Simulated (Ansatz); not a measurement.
Si4, relaxed as a triplet with UKS r2SCAN-D4/def2-TZVP in Ansatz, starting from the r2SCAN-D4/def2-TZVP geometry of the neutral singlet. Force threshold 0.02 eV/Å.

At r2SCAN-D4/def2-TZVP a singlet of charge 0 lies 0.51 eV below the triplet, each at its own geometry. The structure comes from a short search, and lower isomers may exist.

Start:

Cartesian coordinates in Å:
```
Si 0.148 1.223 1.551
Si -0.152 -1.222 -1.552
Si -0.562 -0.802 0.686
Si 0.565 0.800 -0.685
```

Problem. Estimate the energy that the relaxation releases and the steps that it takes.

Solution. 0.14 eV, in 3 steps; 16 s on 2 threads of Arm Neoverse V1 on a shared host. No frequencies were taken in this run, so the end may be a saddle point.

Problem. Does the start keep its bonding and symmetry?

Solution. By distances, no bond broke or formed. The bond that changes most is Si3–Si4, from 2.39 to 2.51 Å (atoms count from 1). Point group D2h at the start, D2h at the end, both within 0.05 Å.

Problem. Predict the relaxed structure.

Solution. 
```csv
atom,x (Å),y (Å),z (Å)
Si1,0.143,1.167,1.481
Si2,-0.143,-1.167,-1.481
Si3,-0.592,-0.842,0.720
Si4,0.592,0.841,-0.720
```
Bond lengths: 5 × Si–Si 2.27 to 2.51 Å.
